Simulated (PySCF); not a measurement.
C5H5Cl, SMILES C1(Cl)CC=CC=1. Coordinates come from a ωB97X-D3(BJ)/def2-SVP optimisation. Other conformers were not sampled.

Computed with ωB97X-D3(BJ)/def2-SVP in PySCF 2.14.0.

Harmonic wavenumbers (cm⁻¹): 219, 296, 367, 480, 521, 701, 821, 883, 902, 920, 973, 987, 1013, 1116, 1125, 1126, 1246, 1343, 1387, 1408, 1630, 1707, 3084, 3136, 3237, 3259, 3266. Rotational constants (GHz): 8.336, 1.975, 1.613; symmetry number 1.

Work out the zero-point energy and the ideal-gas rigid-rotor harmonic-oscillator thermochemistry at 298.15 K and 1 atm.

ZPE = ½ Σ hcν = ½ × 37152 cm⁻¹ = 53.11 kcal/mol. H − E(el) = 56.94 kcal/mol. Entropy in cal/(mol K): translation 39.73, rotation 26.90, vibration 7.30, total 73.93. G − E(el) = 34.90 kcal/mol. Cp = 20.97 cal/(mol K).
